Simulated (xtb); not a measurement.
Ga(H)(OH)2 (GaH₃O₂), SMILES [OH][GaH][OH]. All values are semi-empirical tight-binding results from xtb (GFN2-xTB unless named), good for trends rather than for accurate numbers. The structure is a stationary point at GFN2-xTB. The values are those of a single conformer.

Optimised geometry:

Bond lengths (Å): Ga1–H2 1.505, Ga1–O3 1.716, Ga1–O5 1.731, O3–H4 0.955, O5–H6 0.953. Angles (°): H2–Ga1–O3 113.5, H2–Ga1–O5 128.9, O3–Ga1–O5 117.6, Ga1–O3–H4 130.5, Ga1–O5–H6 133.0.
Charge 0, spin multiplicity 1.

For metal compounds this method's bond lengths and energies can be far off.

### Question
Estimate the properties. (Estimate from the structure and the level; the computed values follow.)

### Answer

The point group as xtb finds it is Cs and the orbital gap is 5.50 eV. The zero-point energy comes out as 18.5 kcal/mol. The G − E(el) at 298.15 K (modified RRHO) is 0.9 kcal/mol.

Computed atomic charges and the Wiberg bond orders between heavy atoms:
charges (e) Ga1 0.18, H2 0.05, O3 -0.44, H4 0.33, O5 -0.44, H6 0.32. Bond orders Ga1–O3 1.28, Ga1–O5 1.29.
